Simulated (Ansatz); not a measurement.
Relaxation of CH₆BFO (10 atoms, charge 0, multiplicity 1), to a largest force component of 0.03 eV/Å in at most 50 steps.

The calculation used Ansatz 0.2.0, RKS PBE0-D4/6-31G*.

```xyz
10
Properties=species:S:1:pos:R:3
B 0.035 -0.288 -0.010
F 0.005 -0.600 1.288
C 1.409 -0.122 -0.738
H 1.634 -1.060 -1.267
H 1.365 0.655 -1.507
H 2.245 0.080 -0.061
H -1.021 -0.297 -0.581
O -0.147 2.113 0.982
H 0.790 2.350 1.005
H -0.240 1.465 1.717
```

Where does it end, and by what steps?

The forces met the threshold. After 13 steps the energy has fallen by 0.214 eV; H9 moved furthest, 0.53 Å. Joined: B1–O8 (2.60 → 1.79 Å).

```json
{"step": "0", "energy less start (eV)": "0.0000", "largest force component (eV/Å)": "0.703", "accepted": "yes"}
{"step": "1", "energy less start (eV)": "-0.0346", "largest force component (eV/Å)": "1.472", "accepted": "yes"}
{"step": "2", "energy less start (eV)": "-0.1091", "largest force component (eV/Å)": "1.505", "accepted": "yes"}
{"step": "3", "energy less start (eV)": "-0.1648", "largest force component (eV/Å)": "1.489", "accepted": "yes"}
{"step": "4", "energy less start (eV)": "-0.2003", "largest force component (eV/Å)": "0.225", "accepted": "yes"}
{"step": "5", "energy less start (eV)": "-0.2059", "largest force component (eV/Å)": "0.095", "accepted": "yes"}
{"step": "6", "energy less start (eV)": "-0.2065", "largest force component (eV/Å)": "0.210", "accepted": "yes"}
{"step": "7", "energy less start (eV)": "-0.2098", "largest force component (eV/Å)": "0.056", "accepted": "yes"}
{"step": "8", "energy less start (eV)": "-0.2100", "largest force component (eV/Å)": "0.137", "accepted": "yes"}
{"step": "9", "energy less start (eV)": "-0.2119", "largest force component (eV/Å)": "0.097", "accepted": "yes"}
{"step": "10", "energy less start (eV)": "-0.2122", "largest force component (eV/Å)": "0.067", "accepted": "yes"}
{"step": "11", "energy less start (eV)": "-0.2135", "largest force component (eV/Å)": "0.093", "accepted": "yes"}
{"step": "12", "energy less start (eV)": "-0.2138", "largest force component (eV/Å)": "0.088", "accepted": "yes"}
{"step": "13", "energy less start (eV)": "-0.2140", "largest force component (eV/Å)": "0.017", "accepted": "yes"}
```

```xyz
10
Properties=species:S:1:pos:R:3
B 0.075 -0.007 0.145
F 0.139 -0.663 1.357
C 1.395 -0.013 -0.734
H 1.531 -1.008 -1.177
H 1.351 0.700 -1.566
H 2.307 0.191 -0.153
H -1.007 -0.056 -0.392
O 0.010 1.678 0.735
H 0.881 1.842 1.129
H -0.608 1.632 1.483
```

Whether the end is a true minimum wasn't checked by a vibrational analysis.

Time of the run: 46 s on 1 thread of Arm Neoverse V1, with other jobs on the host, peak memory 0.16 GiB.
